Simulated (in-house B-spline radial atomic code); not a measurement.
**RPA and G0W0 on PBEsol: Se⁵⁺**

Configuration [Ar] 3d10 4s1, highest spin, mean-field start PBEsol. Computed with a B-spline radial code for spherical atoms: all electrons, non-relativistic, point nucleus, each spin shell either full or empty, empty states to l = 9 with an (l + 1/2)⁻⁴ tail; G0W0 by contour deformation at full frequency.

Command:
```bash
python run_gw.py task.json out
```
Settings (radii: box in bohr, nucleus in fm):
```
Z                        34
electrons                29
configuration            [Ar] 3d10 4s1
hamiltonian              nr
method                   pbesol
lmax                     9
spin_polarised           True
box_radius               10.43
intervals                50
ion_configuration        [Ar] 3d10
```

Cost of the run: 5.2 s on 1 thread of Arm Neoverse N1, on a shared host.

Energies (hartree):

```json
{"term": "mean-field total", "value": "-2393.25434"}
{"term": "Hartree-Fock functional on these orbitals", "value": "-2393.71759"}
{"term": "direct second order", "value": "-2.5095"}
{"term": "second-order exchange", "value": "0.73616"}
{"term": "SOSEX correction", "value": "0.67789"}
```

**Question.** What is the RPA correlation energy, and what remains with SOSEX?

**Answer.** RPA gives -2.1878 hartree (-2.05 eV per electron); RPA + SOSEX gives -1.5099, and the second-order doubles -1.7733 hartree (no singles). SOSEX takes back 31 % of the RPA value.

Quasi-particle levels (eV):

```tsv
level	occupied	mean field	Σx - vxc	Σc	QP weight	G0W0
4s up	yes	-75.25	-4.70	?	?	?
3d down	yes	-122.46	-18.50	3.26	0.938	-137.70
3d up	yes	-122.78	-18.41	3.21	0.851	-137.98
4s down	no	-72.98	8.82	-2.74	0.950	-66.90
```

G0W0 = mean field + (Σx - vxc) + Σc, with Σc (partial-wave tail included) taken at the quasi-particle energy. Only the outer levels were computed. Levels of low weight are left out.

**Question.** Where does G0W0 put 4s up?

**Answer.** At -81.79 eV, with Σc = -1.84 eV and a quasi-particle weight of 0.971. The tabulated removal energy is 81.83 ± 0.03 eV (NIST, measured); the calculation leaves out relativity, Breit and QED terms, and what these don't explain is the method's own error.

**Question.** What does it cost to remove one electron (to [Ar] 3d10) by differences of total energies, each species on its own start (correlation terms add to the Hartree-Fock functional)?

**Answer.** PBEsol 81.65 eV, Hartree-Fock functional 79.50 eV, + RPA 81.38 eV, + RPA + SOSEX 80.57 eV, + second order 81.05 eV. Tabulated: 81.83 ± 0.03 eV (NIST, measured); the calculation leaves out relativity, Breit and QED terms, and what these don't explain is the method's own error.
